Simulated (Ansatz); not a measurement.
`CCC1=C[SiH2]1`, charge 0, multiplicity 1.

**Question.** Give a relaxed structure at PBE0-D4/def2-TZVP (the Gaussian-basis code of Ansatz). (Estimate.)

**Answer.** Ansatz gave: 
Cartesian coordinates in Å:
```
C -1.701 -0.411 0.822
C -0.961 -0.190 -0.486
C 0.478 0.120 -0.315
C 1.337 0.270 0.694
Si 2.152 0.510 -0.897
H -2.755 -0.635 0.645
H -1.268 -1.245 1.380
H -1.647 0.477 1.457
H -1.420 0.625 -1.058
H -1.047 -1.071 -1.133
H 1.282 0.215 1.775
H 2.513 1.860 -1.396
H 3.037 -0.525 -1.488
```
Point group Cs.
This is one stationary point; other conformers may exist.
